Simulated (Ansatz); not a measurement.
Several settings on one geometry of Li₉F₉ (started as a model of: (LiF)9 cage of four- and six-membered rings) (that of the charge 0 singlet, PBE-D4/def2-SVP). Ansatz on 4 threads of Arm Neoverse V1 on a shared host; times are rough.

Cartesian coordinates in Å:
```
Li 0.0033 2.4763 0.2088
F -1.6134 1.8014 -0.2239
Li -1.5357 1.0536 1.4525
F 0.0011 1.8764 1.9267
Li 1.5363 1.0493 1.4550
F 1.6189 1.7969 -0.2212
Li 1.5382 0.7312 -1.6366
F 0.0031 0.7298 -2.5889
Li -1.5335 0.7355 -1.6391
F -1.6169 -1.0898 -1.4482
Li 0.0003 -1.0578 -2.2485
F 1.6162 -1.0943 -1.4455
Li -1.5388 -1.7825 0.1827
F -1.6190 -0.7048 1.6683
F 1.6143 -0.7094 1.6709
Li 1.5335 -1.7868 0.1851
F -0.0042 -2.6065 0.6618
Li -0.0037 -1.4186 2.0402
```

Totals from different functionals, basis sets or treatments of relativity can't be compared as stabilities.

The 6-31G sets use Cartesian d functions. Correlated methods freeze 9 core orbitals; core or outer-core shells of Li are correlated, in sets that lack core-valence functions.

The spins typed aren't always the lowest for that charge.

(1) Give the basis size and estimate the energy, ⟨S²⟩ and time of these runs.

```
run                         method  charge    state                                                                                             further keys
  1        RKS r2SCANh-D4/def2-SVP       0  singlet  point_charges: [{charge: 0.50, position_ang: [5.438, 0.403, -0.061]}]; scf: {lower_state_search: light}
  2           RKS B2GP-PLYP/STO-3G       0  singlet                     pseudopotentials: {relativity: none}; scf: {lower_state_search: light}; forces asked
  3  UKS r2SCANh-D3(BJ)-ATM/6-31G*       1  doublet                                                                                                        –
```

Answers

(1) 
```tsv
run	functions	energy (Eh)	⟨S²⟩	wall time
1	207	-966.3714	–	13 s
2	90	-952.6539	–	12 s
3	270	-966.7078	0.75	7.2 min
```
